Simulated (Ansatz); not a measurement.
Cost and result for the atomization energy of H₅InS (`[SH2+][InH3-]`) (7 atoms, 6 bonds).

```
atom   x (Å)   y (Å)   z (Å)
  S1  -0.452   0.325  -1.572
 In2   0.513   0.181   1.105
  H3  -1.690  -0.112  -1.286
  H4  -0.035  -0.902  -1.925
  H5  -0.384   1.561   1.634
  H6  -0.125  -1.403   1.396
  H7   2.172   0.351   0.648
```

Charge 0, multiplicity 1. Correlated methods include outer-core shells of In, which these sets cover unevenly. In: def2 effective core potential. The structure was optimised at the PBE0-D4/def2-TZVP level. Program: Ansatz. All runs use 4 threads of an AMD EPYC 9R45 on a shared host. Times are those of one run each, without the atoms' runs, and a repeat can differ threefold. Electronic energies, without spin–orbit coupling; frozen cores. CCSD(T)/CBS adds CCSD(T) − MP2 in def2-TZVPP to the MP2 limit, and its time is that of the two runs behind it. T1 = 0.013. With those shells the extrapolation isn't a true limit.

CCSD(T)/CBS is a level of theory with its own doubt, some kJ/mol a heavy atom from the limit and from the frozen cores, so smaller differences don't rank the functionals.

```json
{"level": "revPBE-D4/def2-TZVPP", "functions": "162", "wall time": "0.5 s"}
{"level": "BLYP-D4/def2-TZVPP", "functions": "162", "wall time": "0.55 s"}
{"level": "CCSD(T)/def2-SVP", "functions": "69", "wall time": "0.55 s"}
{"level": "PBE-D4/def2-TZVPP (with forces)", "functions": "162", "wall time": "0.65 s"}
{"level": "PBE0-D4/def2-TZVPP", "functions": "162", "wall time": "0.65 s"}
{"level": "BHLYP-D4/def2-TZVPP", "functions": "162", "wall time": "0.7 s"}
{"level": "CAM-B3LYP-D4/def2-TZVPP", "functions": "162", "wall time": "0.85 s"}
{"level": "PBE-QIDH/def2-TZVPP", "functions": "162", "wall time": "1.2 s"}
{"level": "B97M-V/def2-TZVPP", "functions": "162", "wall time": "1.9 s"}
{"level": "ωB97M-V/def2-TZVPP (with forces)", "functions": "162", "wall time": "2.2 s"}
{"level": "MP2/def2-QZVPP", "functions": "302", "wall time": "2.6 s"}
{"level": "CCSD(T)/def2-TZVPP", "functions": "162", "wall time": "6.5 s"}
{"level": "CCSD(T)/CBS(def2)", "functions": "–", "wall time": "9.1 s"}
```

What atomization energy does each give, and how far from CCSD(T)/CBS? (An estimate is asked.)

The calculation gave: 
```tsv
level	atomization (kJ/mol)	difference from CCSD(T)/CBS	per bond
revPBE-D4/def2-TZVPP	1482.2	-69.7	-11.6
BLYP-D4/def2-TZVPP	1504.0	-47.9	-8.0
CCSD(T)/def2-SVP	1440.7	-111.2	-18.5
PBE-D4/def2-TZVPP (with forces)	1509.7	-42.2	-7.0
PBE0-D4/def2-TZVPP	1506.6	-45.3	-7.5
BHLYP-D4/def2-TZVPP	1509.9	-42.0	-7.0
CAM-B3LYP-D4/def2-TZVPP	1542.0	-9.9	-1.7
PBE-QIDH/def2-TZVPP	1504.0	-47.9	-8.0
B97M-V/def2-TZVPP	1576.2	24.3	4.0
ωB97M-V/def2-TZVPP (with forces)	1555.8	3.9	0.7
MP2/def2-QZVPP	1485.8	-66.1	-11.0
CCSD(T)/def2-TZVPP	1516.0	-35.9	-6.0
CCSD(T)/CBS(def2)	1551.9	0.0	0.0
```

Leaving LDA and LC-ωPBE aside and taking each functional with its dispersion term where it has one, the values spread over 93.9 kJ/mol, from revPBE-D4 to B97M-V. LDA lies +237.9 kJ/mol from PBE without D4, its usual overbinding. The D4 term adds +18.1 kJ/mol with B3LYP and +9.5 kJ/mol with PBE0; it sums over pairs of atoms, weighted by their polarisabilities, and B3LYP, whose exchange is more repulsive, gets the larger term. In def2-TZVPP, CCSD(T) changes the Hartree–Fock value by +418.2 kJ/mol (the triples alone add +14.9 kJ/mol) and MP2 by +366.8 kJ/mol; breaking electron pairs costs correlation energy, which Hartree–Fock lacks.

B3LYP here is the variant with VWN-RPA as its local correlation; programs differ in this.

Spin–orbit coupling would lower the free In atoms strongly, and the atomization energy with them, by more than many differences here.
